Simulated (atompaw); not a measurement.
# What one change does to a pseudopotential (antimony, PAW (atompaw))

atompaw 4.2.0.5 input, output lines left out:

```
Sb 51
LDA-PW scalarrelativistic loggrid 1500 logderivrange -3 5 201
5 5 4 0 0 0
5 0 1.75
5 1 3.25
0 0 0
c
c
c
c
v
c
c
c
v
c
c
1
2.80 2.70 1.85 2.60
y
1.5
n
y
-0.05
n
custom polynom2 7 10 vanderbiltortho sinc
2 0.5 troulliermartins
2.80
1.85
2.80
2.80
```

Change: all radii scaled by about 1.27 (s 3.56, p 3.56 bohr); local potential troulliermartins scheme with l = 2 at 0.5 Ry, radius 2.36 bohr; augmentation sinc compensation charge, radius 3.44 bohr; PAW radius 3.56 bohr; waves and projectors: custom polynom2 7 10 vanderbiltortho; core correction smooth core density matched at 3.30 bohr.

Cutoffs: the cutoffs (Ry, on a coarse ladder) from which the occupation-weighted sum of valence levels, in a spherical-Bessel basis at the reference potential, stays within 10 and 1 mRy of its value at 400 Ry; they do not see the model core or the augmentation charge, which bear on the density cutoff.

What does the change do?

The potential gets softer (12 Ry and 30 Ry → 8 Ry and 18 Ry); the bound ghost in p, s disappears. A larger radius leaves more room for a smooth pseudo-wave, so fewer plane waves are needed.

```csv
quantity,base,changed
"cutoff, loose",12 Ry,8 Ry
"cutoff, tight",30 Ry,18 Ry
loose cutoff by channel (10 mRy a level),"s 8 Ry, p 8 Ry","s 6 Ry, p 6 Ry"
bound ghosts,"p, s",none
lowest overlap eigenvalue by channel,"s 0.45, p 0.85","s 0.40, p 0.86"
```

 A true bound ghost makes a file unfit for plane-wave use even where its test errors are small: the radial tests pick states by their node count and pass the ghost by. The cutoffs see the waves, projectors and local potential, not the compensation charge or the core.
